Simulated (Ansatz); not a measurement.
Frontier orbitals of `C=C[Si](N)(C=C)C=C`.

Total charge 0; spin multiplicity 1. The structure was optimised at the PBE0-D4/def2-TZVP level. It is one conformer, not always the lowest. Basis def2-TZVPP, the Gaussian-basis code of Ansatz.

(1) Compute the vertical ionisation energy as the energy of the cation minus that of the neutral molecule, at each level. (Best estimate.)

## Answers

(1) Ansatz gave: 
```csv
level,IE (eV),difference from CCSD(T)/CBS(def2)
PBE-D4/def2-TZVPP,8.60,-1.03
r2SCAN-D4/def2-TZVPP,8.73,-0.91
PBE0-D4/def2-TZVPP,9.03,-0.61
B3LYP-D4/def2-TZVPP,9.01,-0.62
ωB97X-V/def2-TZVPP,9.41,-0.22
ωB97M-V/def2-TZVPP,9.39,-0.25
B2PLYP/def2-TZVPP,9.32,-0.32
HF/def2-TZVPP,8.22,-1.42
MP2/def2-TZVPP,9.81,0.18
CCSD/def2-TZVPP,9.45,-0.19
CCSD(T)/def2-TZVPP,9.47,-0.16
HF/def2-QZVPP,8.23,-1.41
MP2/def2-QZVPP,9.91,0.27
HF/CBS(def2),8.23,-1.41
MP2/CBS(def2),9.98,0.34
CCSD/CBS(def2),9.61,-0.03
CCSD(T)/CBS(def2),9.64,0.00
```

B3LYP here is the variant with VWN-RPA as its local correlation; programs differ in this.
